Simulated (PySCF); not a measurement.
F3ORe, neutral, multiplicity 3. Atoms are numbered in the order given.

```xyz
5

Re     0.0308     0.0918     0.0000
O     -0.6758     1.6001     0.0000
F      0.5848    -0.3076     1.7333
F      0.5848    -0.3076    -1.7333
F     -0.8252    -1.5721     0.0000
```
Charge 0, spin multiplicity 3.

Geometry optimised at PBE0-D3(BJ)/def2-SVP. The spin state was assumed, not searched. The def2 effective core potentials stand for the cores of Re; spin–orbit coupling is left out.

These are PBE/def2-TZVP (PySCF) values and carry that method's errors.

Computed frontier levels, dipole moment and polarisability:
```json
{
 "α spin, highest occupied and lowest empty level": "-6.15 and -3.88 eV",
 "β spin, highest occupied and lowest empty level": "-9.72 and -4.94 eV",
 "dipole_moment": "1.06 D",
 "quadrupole, principal values (traceless, Buckingham form, about the centre of nuclear charge)": "-2.70, -1.60, 4.29 D·Å",
 "mean_static_polarisability": "40.2 bohr³ (5.95 Å³)",
 "polarisability_principal_values": "34.8, 40.5, 45.2 bohr³",
 "⟨S²⟩": "2.006 (pure state 2.00)"
}
```
